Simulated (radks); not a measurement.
Valence configurations of In+ (all share [Kr]). Calculated with a radial shooting solver on a logarithmic mesh with Libxc functionals: Dirac Kohn-Sham, PBEsol, spin-unpolarised, spherical densities, finite nucleus; open shells fill j = l - 1/2 first; Fermi nuclear charge, rms radius 4.6156 fm. Energies are relative to 4d10 5s2; eigenvalues in eV.

valence	E (eV)	e(4d3/2)	e(4d5/2)	e(5p1/2)	e(5s1/2)
4d10 5s2	0.000	-26.587	-25.723	-	-14.982
4d10 5s1.5 5p0.5	3.148	-27.300	-26.434	-9.104	-15.435
4d10 5s1 5p1	6.330	-27.994	-27.125	-9.468	-15.868
4d9.5 5s2 5p0.5	8.993	-29.482	-28.592	-9.614	-16.201
4d9.5 5s1.5 5p1	12.304	-30.156	-29.264	-9.963	-16.618
4d9.5 5s1 5p1.5	15.648	-30.812	-29.918	-10.297	-17.019
4d9 5s2 5p1	18.984	-32.354	-31.438	-10.448	-17.356
4d9 5s1.5 5p1.5	22.454	-32.994	-32.076	-10.770	-17.744
4d8 5s2 5p2	42.019	-38.056	-37.089	-11.993	-19.520

NIST lists [Kr] 4d10 5s2 as the ground configuration; this level of theory agrees among the configurations tried. The energies are those of spherical spin-averaged densities, not of single terms.
